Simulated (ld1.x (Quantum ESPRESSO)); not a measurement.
chlorine (Cl): variants of one TM potential

Base potential:

ld1.x (Quantum ESPRESSO) 7.5 input, shortened:

```
&input
   title='Cl', zed=17., rel=2, dft='WC', iswitch=3,
   config='[Ne] 3s2 3p5 3d-2', rel_dist='average'
 /
 &inputp
   pseudotype=2, tm=.true., lloc=2,
   nlcc=.true., new_core_ps=.true., rcore=0.85
 /
3
3S  1  0   2.00   0.00  1.05  1.05  0.0
3P  2  1   5.00   0.00  1.30  1.30  0.0
3D  3  2  -2.00   0.10  1.35  1.35  0.0
 &test
   configts(1)='3s2 3p5'
 /
```

Open shells are filled in proportion to 2j + 1 (rel_dist='average').

All-electron outer shells of the reference configuration (Wu–Cohen, scalar-relativistic, ld1.x):

```
shell  level (eV)  outermost node (bohr)  outermost maximum (bohr)
   2s     -252.36                   0.12                      0.36
   2p     -191.62                      –                      0.30
   3s      -20.63                   0.55                      1.27
   3p       -8.57                   0.53                      1.43
```

Cutoffs, loose and tight: the cutoffs (Ry, on a coarse ladder) from which the occupation-weighted sum of valence levels, in a spherical-Bessel basis at the reference potential, stays within 10 and 1 mRy of its value at 400 Ry. They do not see the model core or the augmentation charge, which bear on the density cutoff. Test errors are all-electron minus pseudo excitation energies from the reference, over the configurations 3s2 3p4; 3s2 3p3; 3s2 3p2; 3s2 3p5.3; 3s1 3p5; 3s1 3p6; 3s2 3p4.5. A dash means not determined; rows that change the core or the reference have their own tests.

Cutoffs are not given where the Bessel-basis levels miss the radial ones by over 6 mRy, ghosts where they miss by over 20 mRy; a channel whose overlap is not positive is not tested.

On the changes marked as counting shells twice: ld1.x takes every shell without a wave as core, so the model core holds the marked electrons as well and exchange and correlation see them twice. This cancels in the reference configuration, but the file is broken for other ones, and its errors say nothing about a proper core correction.

| change | outcome | cutoff, loose | cutoff, tight | bound ghosts | largest test error (meV) |
| --- | --- | --- | --- | --- | --- |
| base | generated | 70 Ry | 160 Ry | none | +150 |
| wave 3d channel at 0.1 Ry: rc 1.35 bohr becomes 3d channel at 0.1 Ry: rc 1.82 bohr | generated | 70 Ry | 160 Ry | none | +106 |
| functional BLYP | generated | 70 Ry | 160 Ry | none | +147 |
| reference 3s2 3p3 | generated | 70 Ry | 160 Ry | none | +164 |
| core correction Bessel-smoothed model core inside 0.76 bohr | generated | 70 Ry | 160 Ry | none | +150 |
| core [He], valence charge 15; reference 2s2 2p6 3s2 3p5; waves now 2p (bound): rc 0.60 bohr; 3d channel at 0.1 Ry: rc 0.50 bohr; 2s (bound): rc 0.55 bohr; local potential the s channel; core correction Bessel-smoothed model core inside 0.25 bohr (3p, 3s counted twice) | generated, misses its reference levels by 0.48 eV | – | – | none | -1134 over the solved tests; 1 of 7 tests not solved or not reliable |
| scalar-relativistic | generated | 70 Ry | 160 Ry | none | +143 |
| all radii but the core radius scaled by about 0.97 (s 1.02, p 1.26, d 1.30 bohr) | generated | 80 Ry | 200 Ry | none | +162 |

**Question.** What comes out with this change to the base: wave 3p (bound): rc 1.30 bohr becomes 3p (bound): rc 0.90 bohr?

**Answer.** outcome: generated; cutoff, loose: 230 Ry; cutoff, tight: over 300 Ry; bound ghosts: none; largest test error (meV): +157.
